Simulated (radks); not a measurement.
Values are calculated unless marked as measured or tabulated.
Question: Species: Sm IV. Configuration: [Xe] 4f5. Level of theory: Dirac Kohn-Sham, LDA (Slater exchange, Perdew-Wang correlation), spin-unpolarised, spherical densities, point nucleus; open shells fill j = l - 1/2 first (a radial shooting solver on a logarithmic mesh with Libxc functionals).

Spin-orbit splittings of the eigenvalues, e(l+1/2) - e(l-1/2), with zeta = 2 splitting/(2l+1) and mean radii in bohr:

shell  occ.  splitting (eV)  zeta (eV)  <r> j=l-1/2  <r> j=l+1/2
2p        6           602.1      401.4      0.08076      0.08739
3p        6           121.8      81.22       0.2444       0.2572
3d       10           26.48      10.59       0.2287       0.2327
4p        6           27.02      18.01       0.5924       0.6215
4d       10           4.846      1.938       0.6624       0.6726
4f        5               ?          ?       0.9012       0.9115
5p        6           3.983      2.655        1.528        1.609

Estimate the 4f splitting.

Answer: 0.6023 eV (zeta = 0.1721 eV).
